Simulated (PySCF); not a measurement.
## N⁺ (nitrogen, charge +1) across methods

[He] 2s2 2p2, high-spin 3P determinant. Calculation: PySCF 2.14, in aug-cc-pwCVDZ (5s4p2d, 27 functions); no relativity, point nucleus.

```
   method  E (hartree)  mean ε 2s α (eV)  mean ε 2s β (eV)  mean ε 2p α (eV)  Σ⟨r²⟩ (bohr²)   ⟨S²⟩
      UHF    -53.88166           -44.205           -35.607           -30.325          7.864  2.007
     PBE0     -53.9943           -36.439           -31.893           -24.229          7.891  2.003
      LDA     -53.5726           -33.458           -30.061           -22.005          7.970  2.002
    M06-L     -54.0466           -34.539           -30.475           -22.516          7.836  2.004
  r2SCANh     -54.0273           -35.725           -30.977           -23.595          7.870  2.004
      PBE     -53.9821           -33.623           -30.142           -22.021          7.927  2.002
CAM-B3LYP     -54.0331           -37.874           -33.582           -25.788          7.915  2.002
   r2SCAN     -54.0264           -34.742           -30.324           -22.794          7.877  2.004
   M06-2X     -54.0438           -38.562           -33.775           -25.951          7.879  2.002
```
